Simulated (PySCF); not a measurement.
## Single point on KB⁺

State: ²Σ⁺ (doublet), unpaired electrons σ ↑.

An equivalent input (the run itself took its basis sets from the Basis Set Exchange, started from a PBE0 density and held the occupation σ 8α 7β, πx 2α 2β, πy 2α 2β):

```python
from pyscf import gto, dft
mol = gto.M(atom='K 0 0 0; B 0 0 3.379', basis={'K': 'def2-SVPD', 'B': 'def2-SVPD'},
            charge=1, spin=1, verbose=4, symmetry='C2v')
mf = dft.UKS(mol, xc='R2SCAN')
mf.grids.atom_grid = (80, 434)
mf.grids.prune = dft.gen_grid.treutler_prune
mf.irrep_nelec = {'A1': (8, 7), 'B1': (2, 2), 'B2': (2, 2)}
mf.conv_tol = 1e-9
mf.max_cycle = 60
mf.diis_space = 10
mf.kernel()
```

The log (some set-up lines and the per-cycle HOMO/LUMO lines removed):

```
******** <class 'pyscf.dft.uks_symm.SymAdaptedUKS'> ********
method = SymAdaptedUKS
damping factor = 0
level_shift factor = 0
DIIS = <class 'pyscf.scf.diis.CDIIS'>
diis_start_cycle = 1
diis_space = 10
diis_damp = 0
SCF conv_tol = 1e-09
SCF conv_tol_grad = None
SCF max_cycles = 60
number electrons alpha = 12  beta = 11
Set gradient conv threshold to 3.16228e-05
init E= -624.25978153071
cycle= 1 E= -624.260138272365  delta_E= -0.000357  |g|= 0.00322  |ddm|= 0.0762
cycle= 2 E= -624.260154617411  delta_E= -1.63e-05  |g|= 0.000852  |ddm|= 0.0138
cycle= 3 E= -624.260155809202  delta_E= -1.19e-06  |g|= 0.000217  |ddm|= 0.00493
cycle= 4 E= -624.260155862898  delta_E= -5.37e-08  |g|= 2.39e-05  |ddm|= 0.000644
cycle= 5 E= -624.260155864172  delta_E= -1.27e-09  |g|= 5.58e-06  |ddm|= 0.000105
cycle= 6 E= -624.260155864208  delta_E= -3.62e-11  |g|= 1.04e-06  |ddm|= 1.35e-05
Extra cycle  E= -624.260155864212  delta_E= -3.75e-12  |g|= 3.97e-07  |ddm|= 4.45e-06
converged SCF energy = -624.260155864212  <S^2> = 0.75625401  2S+1 = 2.0062443
```

Repeating this along the bond gives Re = 3.396 Å and ωe = 137 cm⁻¹.

A point of this curve took 0.52 CPU seconds beside 0.043 for the integrals, on Arm Neoverse V2 (shared host).

The state is the lowest determinant that a PBE0 search found; another state may lie lower at other levels.
